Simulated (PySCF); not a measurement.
**RbN at ROHF-CCSD(T)**

Level: ROHF-CCSD(T). basis Rb def2-SVPD with ECP28, N def2-SVPD; scalar-relativistic core potentials; PySCF 2.14.

```
state                          : ³Σ⁻ (triplet), unpaired electrons π ↑↑
bond length                    : 2.797 Å
harmonic wavenumber            : 221 cm⁻¹
force constant                 : 0.345 mdyn/Å
rotational constant Be         : 0.1792 cm⁻¹
anharmonicity ωexe             : 5.32 cm⁻¹
vibration–rotation constant αe : 0.00368 cm⁻¹
well depth De to Rb + N        : 7.2 kcal/mol
dissociation energy D0         : 6.9 kcal/mol
```

Correlated steps freeze 1 core orbital. The bond is weak. Basis-set superposition, not corrected here, can be much of De in a small basis, most of all at correlated wavefunction levels. Spin–orbit coupling is left out. The CCSD T1 diagnostic is raised, a sign that a single reference may not be enough here. The state is the lowest determinant that a PBE0 search found; another state may lie lower at other levels.
